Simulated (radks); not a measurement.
The numbers below are computed, except where a source is named.
Q: These are the eigenvalues of the occupied orbitals of an atom or ion with whole-number occupations (hartree). Level of theory: non-relativistic Kohn-Sham, r2SCAN, spin-polarised, spherical densities, point nucleus; meta-GGA in the generalised Kohn-Sham scheme (a radial shooting solver on a logarithmic mesh with Libxc functionals).

orbital  eigenvalue
1s up     -90.19021
1s down   -90.18005
2s up      -9.44523
2s down    -9.43866
2p up      -7.39440
2p down    -7.38186
3s up      -1.96702
3s down    -1.88550
3p up      -1.50837

Which element is it, and in what charge state? The configuration may be excited. Open shells, if any, are filled with parallel spins first.

A: Z = 16, sulfur, charge +3: S3+ in [Ne] 3s2 3p1. The list shows which subshells hold electrons but not how many an open one holds; the 1s level, -90.19 hartree, gives Z - s = 13.4 by -(Z - s)^2/2, which with screening narrows Z to a few neighbours, and the depths of the outer levels then fix element, charge and occupations together.
